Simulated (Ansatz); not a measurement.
Two members of one family (Series CuX(NH3)), computed with Ansatz in the gas phase; def2 core potentials for I, no spin–orbit coupling. The two geometries come from different levels. A negative affinity means that the extra electron isn't bound at that geometry and level; within about 0.2 eV of zero the sign isn't settled. Binding counts from free atoms in the multiplicity of their measured ground term, without zero-point energy. Names give formal oxidation states. A dash marks a value that wasn't run or was left out as unsound. The structures are stationary points that may keep the symmetry of their start. Remarks come from the PBE and PBE0 runs and from stability tests at other levels; not every state was tested. A HOMO above zero means that the electron is unbound at that level and held by the basis, or that self-interaction error raises the level; the energy of removing that electron tells which.

First: Cu(NH3)I (singlet, charge 0, PBE-D4/def2-TZVP geometry).

```xyz
6

Cu    1.007    0.344   -0.252
N    -0.792   -0.271    0.198
H    -1.112   -1.003   -0.444
H    -1.473    0.493    0.151
H    -0.832   -0.658    1.145
I     3.203    1.095   -0.799
```

| level | HOMO (eV) | LUMO (eV) | gap (eV) | vertical EA (eV) | binding per atom (eV) |
| --- | --- | --- | --- | --- | --- |
| PBE-D4/def2-SVP | -4.47 | -1.42 | 3.04 | – | 3.04 |
| PBE-D4/def2-TZVP | -4.90 | -1.75 | 3.15 | – | 2.97 |
| PBE-D4/def2-TZVPD | -4.98 | -1.96 | 3.02 | 0.18 | 2.98 |
| r2SCAN-D4/def2-TZVPD | -5.15 | -1.40 | 3.75 | 0.11 | 2.93 |
| r2SCAN0-D4/def2-TZVP | -6.19 | -0.58 | 5.61 | – | 2.86 |

Metal–donor distances: 1 × N 1.95 Å, 1 × I 2.39 Å. Remarks: HOMO above zero (-1 doublet).

Second: Cu(NH3)H (singlet, charge 0, r2SCAN-D4/def2-TZVP geometry).

```xyz
6

Cu   -1.106   -0.530   -0.234
N     0.635    0.304    0.134
H     1.144    0.495   -0.725
H     1.219   -0.299    0.709
H     0.525    1.187    0.628
H    -2.417   -1.157   -0.511
```

Question: Estimate the same table for the second.

Answer: 
```json
{"level": "PBE-D4/def2-SVP", "HOMO (eV)": "-4.09", "LUMO (eV)": "-0.71", "gap (eV)": "3.38", "vertical EA (eV)": "–", "binding per atom (eV)": "2.92"}
{"level": "PBE-D4/def2-TZVP", "HOMO (eV)": "-4.59", "LUMO (eV)": "-1.12", "gap (eV)": "3.47", "vertical EA (eV)": "–", "binding per atom (eV)": "2.87"}
{"level": "PBE-D4/def2-TZVPD", "HOMO (eV)": "-4.62", "LUMO (eV)": "-1.45", "gap (eV)": "3.17", "vertical EA (eV)": "-0.33", "binding per atom (eV)": "2.88"}
{"level": "r2SCAN-D4/def2-TZVPD", "HOMO (eV)": "-4.63", "LUMO (eV)": "-0.82", "gap (eV)": "3.81", "vertical EA (eV)": "-0.40", "binding per atom (eV)": "2.84"}
{"level": "r2SCAN0-D4/def2-TZVP", "HOMO (eV)": "-5.75", "LUMO (eV)": "0.11", "gap (eV)": "5.86", "vertical EA (eV)": "–", "binding per atom (eV)": "2.75"}
```

Metal–donor distances: 1 × N 1.97 Å, 1 × H 1.48 Å. Remarks: HOMO above zero (-1 doublet).
